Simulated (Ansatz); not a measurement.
Relaxation of V₅O₂₁H₁₇ with RKS PBE-D4/def2-SVP.

```sh
$ ansatz run in.yaml --threads 2 --pin off --events-out ev --progress --plain --max-ram 22528MiB --backend cuda --devices 0, --max-vram 18GiB
```

```yaml
crystal:
  periodic: [false, false, false]
  atoms:
    - {symbol: V, position_ang: [1.251420, 2.231920, -0.387410]}
    - {symbol: V, position_ang: [0.661160, -1.433700, 0.042640]}
    - {symbol: V, position_ang: [4.062920, -1.002960, 0.707060]}
    - {symbol: V, position_ang: [-2.133960, -2.027350, -0.100920]}
    - {symbol: V, position_ang: [-2.513150, 1.993280, 0.312950]}
    - {symbol: O, position_ang: [-3.736070, 2.000750, 1.556610]}
    - {symbol: O, position_ang: [1.171940, 3.771100, -1.041140]}
    - {symbol: O, position_ang: [-1.349510, 3.368780, 0.383280]}
    - {symbol: O, position_ang: [-3.473670, 2.859950, -0.713350]}
    - {symbol: O, position_ang: [1.200470, 2.422950, 1.255690]}
    - {symbol: O, position_ang: [-2.762340, -1.226150, 1.141470]}
    - {symbol: O, position_ang: [1.737880, -0.883160, -0.996120]}
    - {symbol: O, position_ang: [-1.535850, 1.174510, 1.220450]}
    - {symbol: O, position_ang: [-2.545270, 0.601660, -0.852430]}
    - {symbol: O, position_ang: [0.336430, -0.481820, 1.214090]}
    - {symbol: O, position_ang: [0.134230, 1.314370, -1.071030]}
    - {symbol: O, position_ang: [2.960580, -0.168600, 1.490510]}
    - {symbol: O, position_ang: [2.703430, 1.811280, -0.619880]}
    - {symbol: O, position_ang: [-1.486140, -4.214110, -2.087850]}
    - {symbol: O, position_ang: [-1.905490, -3.544270, 0.520270]}
    - {symbol: O, position_ang: [-3.170680, -2.187500, -1.209180]}
    - {symbol: O, position_ang: [1.046270, -2.876540, 0.636200]}
    - {symbol: O, position_ang: [-0.704470, -1.604980, -0.836900]}
    - {symbol: O, position_ang: [5.478730, -0.918620, 1.570680]}
    - {symbol: O, position_ang: [3.809670, -2.482240, 0.451000]}
    - {symbol: O, position_ang: [4.447090, -0.380140, -0.799550]}
    - {symbol: H, position_ang: [-4.568980, 2.471300, 1.433930]}
    - {symbol: H, position_ang: [1.813400, 4.395400, -1.396700]}
    - {symbol: H, position_ang: [-1.456720, 4.127660, -0.201830]}
    - {symbol: H, position_ang: [-4.001050, 3.338780, -1.359280]}
    - {symbol: H, position_ang: [0.369280, 2.696190, 1.665550]}
    - {symbol: H, position_ang: [-3.195240, -0.563950, 1.686250]}
    - {symbol: H, position_ang: [2.497500, -0.482950, -1.429450]}
    - {symbol: H, position_ang: [-0.807130, 0.535890, 1.447730]}
    - {symbol: H, position_ang: [-3.177720, 0.568040, -1.579760]}
    - {symbol: H, position_ang: [-0.606470, 0.755370, -1.323390]}
    - {symbol: H, position_ang: [2.207270, 0.260830, 1.897450]}
    - {symbol: H, position_ang: [-0.812150, -3.528270, -2.174840]}
    - {symbol: H, position_ang: [-1.898110, -4.403240, 0.076680]}
    - {symbol: H, position_ang: [-2.301680, -3.838820, -2.448860]}
    - {symbol: H, position_ang: [1.660290, -3.553670, 0.930360]}
    - {symbol: H, position_ang: [6.199110, -1.480640, 1.872430]}
    - {symbol: H, position_ang: [4.392770, 0.583650, -0.883430]}
basis:
  gaussian: {orbitals: def2-SVP, fitting: {mean_field: def2-universal-jkfit}}
hamiltonian: {xc: pbe, dispersion: d4}
scf: {lower_state_search: "off"}
output: {orbitals: {seedname: orbitals}}
relax: {f_tol: 0.03, max_steps: 70}
```

Hardware: 2 threads of AMD EPYC 7R13 on a shared host and a share (18 GiB) of an NVIDIA H100 80GB HBM3. Wall time 2.7 min, peak host memory 1.2 GiB.

Positions (Å) and forces (eV/Å) at steps 1, 2, 3, 4, 5, 6 of 27:

```xyz
43
step=1 energy=-171602.3588 eV
V     1.251    2.232   -0.387    1.227    2.766    0.273
V     0.661   -1.434    0.043    0.492   -0.088    0.264
V     4.063   -1.003    0.707    3.132   -1.179   -0.759
V    -2.134   -2.027   -0.101   -1.925   -1.155   -0.658
V    -2.513    1.993    0.313   -1.784    2.116   -1.236
O    -3.736    2.001    1.557   -0.905   -0.620    1.851
O     1.172    3.771   -1.041   -1.009    3.302   -1.500
O    -1.350    3.369    0.383    1.147    0.398    0.639
O    -3.474    2.860   -0.713   -3.050    2.725   -3.342
O     1.200    2.423    1.256    0.261   -0.146    4.773
O    -2.762   -1.226    1.141   -1.665    2.474    4.774
O     1.738   -0.883   -0.996    3.338    1.284   -3.669
O    -1.536    1.175    1.220    4.096   -3.422    4.190
O    -2.545    0.602   -0.852    0.870   -1.214   -0.533
O     0.336   -0.482    1.214   -1.178    3.455    4.317
O     0.134    1.314   -1.071   -3.484   -3.173   -2.740
O     2.961   -0.169    1.491   -3.856    3.105    3.186
O     2.703    1.811   -0.620    4.344   -1.886   -1.210
O    -1.486   -4.214   -2.088    0.208   -1.277    0.028
O    -1.905   -3.544    0.520    0.818   -3.166    2.358
O    -3.171   -2.188   -1.209   -3.166   -0.204   -3.450
O     1.046   -2.877    0.636    0.799   -4.715    1.786
O    -0.704   -1.605   -0.837    0.461    0.923   -4.803
O     5.479   -0.919    1.571    3.076    0.887    2.269
O     3.810   -2.482    0.451   -1.424   -4.820   -0.484
O     4.447   -0.380   -0.800    0.583    1.245   -4.096
H    -4.569    2.471    1.434   -0.320    0.310   -0.388
H     1.813    4.395   -1.397    0.441    0.060   -0.092
H    -1.457    4.128   -0.202   -0.241    0.287   -0.397
H    -4.001    3.339   -1.359   -0.177    0.191   -0.399
H     0.369    2.696    1.666   -0.799    0.377    0.120
H    -3.195   -0.564    1.686   -0.396    0.583    0.102
H     2.498   -0.483   -1.429    0.969    0.516   -0.194
H    -0.807    0.536    1.448    0.902   -0.782    0.073
H    -3.178    0.568   -1.580   -0.365    0.230   -0.346
H    -0.606    0.755   -1.323   -1.055   -0.622   -0.236
H     2.207    0.261    1.897   -0.978    0.374    0.288
H    -0.812   -3.528   -2.175    0.072    0.481   -0.118
H    -1.898   -4.403    0.077    0.003   -0.215   -0.732
H    -2.302   -3.839   -2.449   -0.145    0.468   -0.043
H     1.660   -3.554    0.930    0.634   -0.282    0.153
H     6.199   -1.481    1.872    0.161   -0.423    0.007
H     4.393    0.584   -0.883   -0.114    0.831   -0.025
43
step=2 energy=-171607.1977 eV
V     1.272    2.303   -0.435    0.797    1.095    0.093
V     0.673   -1.472    0.040    0.368    0.271    0.190
V     4.150   -1.018    0.737    1.317   -0.890   -0.307
V    -2.268   -2.065   -0.095   -1.385   -0.189   -0.369
V    -2.534    2.025    0.339   -0.486    0.861   -0.376
O    -3.791    1.979    1.591   -0.382   -0.372    0.826
O     1.186    3.891   -1.095   -0.780    1.463   -0.577
O    -1.341    3.402    0.433    0.438    0.166    0.304
O    -3.524    2.921   -0.751   -1.227    1.090   -1.220
O     1.197    2.433    1.281    0.155   -0.264    1.984
O    -2.873   -1.221    1.218   -0.387    0.653    2.039
O     1.799   -0.900   -1.035    0.978    0.235   -1.531
O    -1.510    1.157    1.281    1.299   -1.125    1.716
O    -2.499    0.623   -0.864    0.417   -0.650   -0.287
O     0.360   -0.498    1.265   -0.434    1.162    1.527
O     0.096    1.352   -1.151   -1.025   -1.121   -1.161
O     2.987   -0.155    1.557   -1.216    1.205    1.309
O     2.747    1.823   -0.696    1.297   -0.711   -0.524
O    -1.439   -4.334   -2.234   -0.693    0.996    0.024
O    -1.986   -3.629    0.522    0.391   -1.378    1.099
O    -3.335   -2.194   -1.235   -1.000   -0.127   -1.322
O     1.082   -2.973    0.642    0.042   -2.034    0.657
O    -0.763   -1.625   -0.856    0.124    0.233   -1.767
O     5.606   -0.918    1.626    1.278    0.738    0.961
O     3.856   -2.538    0.491   -0.573   -1.430   -0.017
O     4.461   -0.354   -0.842    0.120    0.527   -1.694
H    -4.621    2.459    1.434   -0.099    0.169   -0.303
H     1.851    4.497   -1.447    0.386   -0.041   -0.057
H    -1.455    4.148   -0.180   -0.195    0.069   -0.183
H    -4.041    3.392   -1.418    0.016    0.006   -0.188
H     0.351    2.732    1.672   -0.344    0.179   -0.207
H    -3.283   -0.531    1.759   -0.217    0.396   -0.147
H     2.578   -0.485   -1.453    0.554    0.242    0.188
H    -0.765    0.508    1.495    0.508   -0.458   -0.199
H    -3.135    0.607   -1.599   -0.181    0.261   -0.085
H    -0.661    0.783   -1.395   -0.507   -0.187    0.121
H     2.206    0.272    1.950   -0.382   -0.010   -0.105
H    -0.810   -3.572   -2.142   -0.415   -0.494   -0.072
H    -1.937   -4.464    0.019    0.017    0.030   -0.570
H    -2.306   -3.838   -2.369    1.049   -0.546    0.153
H     1.721   -3.642    0.927    0.438    0.053    0.011
H     6.316   -1.501    1.922    0.059   -0.405   -0.036
H     4.382    0.621   -0.909   -0.120    0.331    0.101
43
step=3 energy=-171608.5787 eV
V     1.301    2.371   -0.477    0.329    0.077   -0.009
V     0.665   -1.529    0.037    0.145    0.296    0.056
V     4.272   -1.019    0.771    0.022   -0.592   -0.103
V    -2.400   -2.099   -0.105   -0.683   -0.253   -0.264
V    -2.543    2.033    0.368    0.101    0.093   -0.025
O    -3.842    1.937    1.606   -0.139   -0.080    0.160
O     1.174    4.001   -1.127   -0.441    0.458   -0.076
O    -1.346    3.421    0.479    0.042    0.070    0.063
O    -3.547    2.950   -0.776   -0.342    0.298   -0.105
O     1.209    2.408    1.293    0.074   -0.123    0.409
O    -2.965   -1.220    1.263    0.054   -0.141    0.756
O     1.842   -0.946   -1.045   -0.122   -0.185   -0.545
O    -1.490    1.120    1.330   -0.042    0.055    0.434
O    -2.471    0.631   -0.874    0.082   -0.224   -0.168
O     0.366   -0.547    1.301   -0.026    0.147    0.176
O     0.082    1.386   -1.190    0.146   -0.137   -0.411
O     3.053   -0.141    1.599    0.072    0.354    0.385
O     2.777    1.846   -0.792   -0.107   -0.013   -0.077
O    -1.527   -4.329   -2.060   -0.528    1.687   -0.980
O    -2.051   -3.704    0.485   -0.086   -0.231    0.666
O    -3.462   -2.205   -1.286   -0.006    0.035   -0.110
O     1.097   -3.073    0.639   -0.233   -0.716    0.115
O    -0.825   -1.664   -0.872    0.294    0.053   -0.212
O     5.760   -0.883    1.673    0.440    0.484    0.250
O     3.938   -2.561    0.561   -0.037    0.190    0.113
O     4.469   -0.323   -0.873   -0.050    0.144   -0.312
H    -4.654    2.439    1.390    0.125   -0.016   -0.154
H     1.868    4.579   -1.487    0.210   -0.166    0.004
H    -1.492    4.147   -0.161   -0.100   -0.095    0.034
H    -4.042    3.407   -1.472    0.105   -0.082   -0.097
H     0.346    2.740    1.639   -0.054    0.030   -0.295
H    -3.351   -0.484    1.774   -0.091    0.168   -0.360
H     2.657   -0.518   -1.406    0.276    0.034    0.416
H    -0.731    0.454    1.504    0.279   -0.286   -0.282
H    -3.119    0.679   -1.607    0.048    0.200    0.129
H    -0.711    0.827   -1.389   -0.203    0.049    0.285
H     2.228    0.271    1.939   -0.076   -0.216   -0.272
H    -0.854   -3.590   -2.120   -0.313   -0.843    0.280
H    -1.936   -4.487   -0.109   -0.046    0.511   -0.408
H    -2.312   -3.772   -2.390    0.833   -1.081    0.589
H     1.785   -3.706    0.912    0.247    0.303   -0.078
H     6.444   -1.507    1.964   -0.112   -0.260   -0.090
H     4.339    0.658   -0.910   -0.085    0.003    0.114
43
step=4 energy=-171608.9672 eV
V     1.308    2.430   -0.526    0.171   -0.122    0.055
V     0.662   -1.583    0.030    0.093    0.269   -0.035
V     4.308   -0.976    0.819   -0.178   -0.442    0.008
V    -2.462   -2.074   -0.127   -0.403    0.074   -0.139
V    -2.508    2.022    0.404    0.141   -0.073    0.046
O    -3.834    1.893    1.616   -0.069   -0.030    0.032
O     1.144    4.079   -1.149   -0.320    0.239    0.013
O    -1.323    3.415    0.545   -0.029    0.067    0.041
O    -3.509    2.958   -0.750   -0.171    0.151    0.113
O     1.224    2.417    1.255    0.093   -0.101    0.095
O    -3.012   -1.214    1.274    0.128   -0.303    0.483
O     1.859   -1.001   -1.039   -0.355   -0.188   -0.365
O    -1.458    1.079    1.356   -0.204    0.255    0.135
O    -2.429    0.641   -0.869   -0.005   -0.135   -0.174
O     0.385   -0.610    1.314    0.024    0.065   -0.008
O     0.084    1.430   -1.228    0.325    0.003   -0.305
O     3.088   -0.079    1.643    0.314    0.253    0.235
O     2.780    1.909   -0.875   -0.211    0.049    0.020
O    -1.586   -4.484   -2.060   -0.476    1.424   -0.394
O    -2.149   -3.712    0.404   -0.158    0.024    0.417
O    -3.509   -2.116   -1.330    0.187   -0.100    0.031
O     1.094   -3.150    0.605   -0.291   -0.504    0.027
O    -0.844   -1.676   -0.876    0.211   -0.127    0.081
O     5.829   -0.817    1.685    0.223    0.357    0.094
O     3.954   -2.520    0.653    0.061    0.369    0.077
O     4.437   -0.295   -0.852   -0.086    0.042   -0.069
H    -4.637    2.394    1.360    0.139   -0.049   -0.082
H     1.848    4.643   -1.517    0.141   -0.176    0.016
H    -1.491    4.146   -0.085   -0.053   -0.089    0.062
H    -3.985    3.411   -1.463    0.119   -0.095   -0.092
H     0.351    2.748    1.581   -0.031    0.031   -0.254
H    -3.388   -0.456    1.764   -0.083    0.135   -0.385
H     2.703   -0.573   -1.342    0.288    0.011    0.412
H    -0.695    0.397    1.493    0.199   -0.216   -0.241
H    -3.063    0.748   -1.610    0.092    0.118    0.174
H    -0.728    0.874   -1.380   -0.137    0.072    0.296
H     2.240    0.310    1.955   -0.044   -0.250   -0.292
H    -0.907   -3.755   -2.042   -0.134   -0.648    0.110
H    -2.010   -4.423   -0.284    0.002    0.341   -0.305
H    -2.368   -3.892   -2.294    0.541   -0.871    0.184
H     1.816   -3.755    0.858    0.194    0.348   -0.071
H     6.497   -1.467    1.966   -0.174   -0.178   -0.100
H     4.285    0.685   -0.884   -0.075    0.000    0.054
43
step=5 energy=-171609.3612 eV
V     1.327    2.467   -0.573   -0.040   -0.155    0.146
V     0.654   -1.646    0.023   -0.049    0.142   -0.186
V     4.360   -0.914    0.871   -0.299   -0.215    0.000
V    -2.545   -2.039   -0.122   -0.116   -0.057   -0.287
V    -2.471    2.009    0.452    0.219   -0.233    0.178
O    -3.823    1.828    1.633   -0.039    0.009   -0.086
O     1.109    4.138   -1.157   -0.118   -0.004    0.058
O    -1.315    3.419    0.638   -0.059    0.017    0.007
O    -3.475    2.962   -0.708   -0.076    0.056    0.210
O     1.242    2.402    1.215    0.035   -0.012   -0.210
O    -3.110   -1.181    1.286    0.071   -0.165    0.329
O     1.872   -1.083   -1.039   -0.210   -0.056   -0.328
O    -1.413    1.044    1.385   -0.289    0.370   -0.182
O    -2.375    0.651   -0.854   -0.122   -0.001   -0.238
O     0.420   -0.660    1.311    0.022    0.108   -0.046
O     0.105    1.453   -1.266    0.244   -0.004   -0.246
O     3.146    0.008    1.682    0.376    0.247    0.191
O     2.796    1.960   -0.951   -0.150    0.079    0.057
O    -1.683   -4.597   -1.991   -0.465    1.116   -0.641
O    -2.283   -3.691    0.391   -0.020   -0.015   -0.262
O    -3.545   -2.075   -1.370    0.247    0.011    0.240
O     1.098   -3.229    0.582   -0.138   -0.469    0.048
O    -0.874   -1.723   -0.856    0.286   -0.098    0.318
O     5.922   -0.726    1.683    0.059    0.116   -0.003
O     3.986   -2.457    0.764    0.112    0.383    0.021
O     4.394   -0.263   -0.834   -0.118   -0.110    0.190
H    -4.613    2.323    1.326    0.128   -0.083    0.013
H     1.835    4.671   -1.535    0.041   -0.153    0.035
H    -1.517    4.152    0.020    0.006   -0.055    0.072
H    -3.917    3.397   -1.455    0.162   -0.131   -0.038
H     0.353    2.748    1.488   -0.001    0.023   -0.108
H    -3.498   -0.375    1.695   -0.023   -0.018   -0.403
H     2.765   -0.659   -1.240    0.052   -0.092    0.394
H    -0.640    0.344    1.457    0.117   -0.161   -0.123
H    -2.998    0.832   -1.595    0.186   -0.015    0.236
H    -0.737    0.910   -1.339    0.031    0.172    0.267
H     2.256    0.350    1.934    0.026   -0.304   -0.289
H    -0.959   -3.923   -2.033   -0.064   -0.365    0.144
H    -2.086   -4.306   -0.412   -0.193    0.362    0.300
H    -2.412   -4.042   -2.406    0.519   -0.726    0.469
H     1.888   -3.762    0.813   -0.027    0.487   -0.104
H     6.547   -1.429    1.950   -0.243   -0.006   -0.116
H     4.211    0.714   -0.864   -0.078    0.008   -0.027
43
step=6 energy=-171609.6875 eV
V     1.348    2.477   -0.603   -0.152   -0.012    0.233
V     0.655   -1.694   -0.003    0.015    0.086   -0.240
V     4.381   -0.842    0.922   -0.195   -0.082   -0.136
V    -2.596   -2.021   -0.144   -0.020   -0.071   -0.139
V    -2.430    1.978    0.498    0.259   -0.238    0.249
O    -3.800    1.727    1.648   -0.002   -0.018   -0.126
O     1.087    4.160   -1.154    0.017   -0.136    0.051
O    -1.311    3.410    0.734   -0.059   -0.023   -0.021
O    -3.438    2.941   -0.659   -0.087    0.048    0.155
O     1.250    2.390    1.182   -0.079    0.059   -0.314
O    -3.192   -1.159    1.254   -0.015    0.086    0.189
O     1.880   -1.166   -1.073   -0.064   -0.008   -0.245
O    -1.356    1.009    1.397   -0.311    0.341   -0.305
O    -2.310    0.647   -0.843   -0.040    0.035   -0.091
O     0.474   -0.675    1.274   -0.017    0.167   -0.006
O     0.142    1.458   -1.310    0.075   -0.111   -0.205
O     3.189    0.108    1.727    0.130    0.349    0.240
O     2.821    1.995   -0.991    0.014    0.035    0.018
O    -1.779   -4.616   -1.959    0.086    0.270   -0.081
O    -2.417   -3.679    0.372    0.036    0.135   -0.534
O    -3.547   -2.041   -1.430    0.183    0.067    0.235
O     1.109   -3.278    0.567    0.078   -0.473    0.099
O    -0.882   -1.782   -0.848    0.206   -0.067    0.357
O     5.978   -0.623    1.668   -0.081   -0.029   -0.037
O     4.000   -2.385    0.880    0.052    0.265   -0.009
O     4.324   -0.255   -0.815   -0.101   -0.152    0.320
H    -4.585    2.212    1.314    0.037   -0.049    0.042
H     1.836    4.662   -1.532   -0.009   -0.074    0.032
H    -1.536    4.152    0.136    0.028   -0.025    0.062
H    -3.833    3.351   -1.448    0.190   -0.151    0.023
H     0.350    2.754    1.411    0.061    0.001    0.014
H    -3.603   -0.307    1.549    0.084   -0.227   -0.324
H     2.815   -0.754   -1.162   -0.101   -0.096    0.249
H    -0.569    0.301    1.408    0.136   -0.164   -0.002
H    -2.922    0.871   -1.576    0.087   -0.050    0.062
H    -0.726    0.940   -1.302    0.131    0.204    0.174
H     2.252    0.376    1.907    0.170   -0.351   -0.260
H    -1.008   -4.004   -1.979   -0.048   -0.120    0.012
H    -2.213   -4.232   -0.489   -0.153    0.043    0.602
H    -2.475   -4.050   -2.357   -0.071   -0.030   -0.092
H     1.972   -3.702    0.786   -0.228    0.504   -0.113
H     6.553   -1.375    1.919   -0.165    0.071   -0.083
H     4.112    0.719   -0.875   -0.077   -0.009   -0.056
```

Single mean-field runs in def2-SVP are fitted with def2-universal-jkfit. The restricted singlet is unstable towards broken spin symmetry in Hartree–Fock (as tested in another run); at PBE-D4/def2-SVP this wasn't settled. In the singlet geometry the species has come apart into loosely held pieces.
